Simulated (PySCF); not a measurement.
Bi (bismuth, neutral) across methods

[Xe] 4f14 5d10 6s2 6p3, high-spin 4S determinant. Computed with PySCF 2.14 in aug-cc-pVTZ-DK3, with scalar relativity by spin-free X2C-1e.

| method | E (hartree) | mean ε 6s α (eV) | mean ε 6s β (eV) | mean ε 6p α (eV) | Σ⟨r²⟩ (bohr²) | ⟨S²⟩ |
| --- | --- | --- | --- | --- | --- | --- |
| UHF | -21527.10487 | -21.202 | -15.692 | -8.696 | 74.74 | 3.757 |
| PBE | -21533.44 | -14.858 | -13.290 | -5.198 | 74.76 | 3.751 |
| BHandHLYP | -21533.07 | -18.195 | -15.158 | -6.930 | 74.32 | 3.752 |
| r2SCAN | -21533.34 | -15.543 | -13.289 | -5.559 | 74.06 | 3.754 |
| PBE0 | -21533.12 | -16.659 | -14.173 | -6.211 | 74.25 | 3.752 |
| LDA | -21520.40 | -15.067 | -13.731 | -5.295 | 74.56 | 3.751 |

(1) Estimate the same row for M06-2X.

Spin-orbit coupling, which splits the p, d and f shells strongly at this Z, is absent. Spin-orbit coupling is strong in this species (close to jj coupling), so the high-spin LS determinant is a model state, not a physical level.

## Answers

(1) E (hartree) = -21535.57; mean ε 6s α (eV) = -19.023; mean ε 6s β (eV) = -14.514; mean ε 6p α (eV) = -7.311; Σ⟨r²⟩ (bohr²) = 73.00; ⟨S²⟩ = 3.757.
